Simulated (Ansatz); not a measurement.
Stepwise reaction of `CCB(O)O` with hydrogen sulfide, as a gas-phase model of exchange steps in deposition or etching. ΔE in kJ/mol; ΔG adds harmonic PBE0-D4 terms to CCSD(T)/CBS, at 1 bar.

Gas-phase electronic energies from Ansatz, PBE0-D4/def2-TZVP geometries. CCSD(T)/CBS is the MP2 limit (def2-TZVPP, def2-QZVPP) plus CCSD(T) − MP2 in def2-TZVPP, frozen cores. This one scheme is used for every species. DFT in def2-TZVPP. B3LYP here is the variant with VWN-RPA as its local correlation; programs differ in this. One conformer a species, not always the lowest.

| step | reaction | PBE-D4 | B3LYP-D4 | ωB97M-V | CCSD(T)/CBS | ΔG(600 K) |
| --- | --- | --- | --- | --- | --- | --- |
| 1 | `CCB(O)O` + H₂S → `CCB(O)S` + H₂O | 56.2 | 65.8 | 67.1 | 60.0 | 62.9 |

Q: Give the row of step 2, `CCB(O)S` + H₂S → `CCB(S)S` + H₂O. (Estimate.)

A: Ansatz gave: 
| step | reaction | PBE-D4 | B3LYP-D4 | ωB97M-V | CCSD(T)/CBS | ΔG(600 K) |
| --- | --- | --- | --- | --- | --- | --- |
| 2 | `CCB(O)S` + H₂S → `CCB(S)S` + H₂O | 42.4 | 52.1 | 54.2 | 45.6 | 52.3 |

Q: By hand: ΔE of the 2 steps together at CCSD(T)/CBS.

A: (60.0) + (45.6) = 105.6 kJ/mol, or 52.8 kJ/mol a step.

In ΔE each step is lower than the one before. All are uphill at CCSD(T)/CBS. ΔG lies between 52.3 and 62.9 kJ/mol a step. PBE-D4 differs from CCSD(T)/CBS by -3.8 to -3.2 kJ/mol a step. Isolated molecules leave out the surface, adducts and barriers. Largest T1 diagnostic: 0.012.
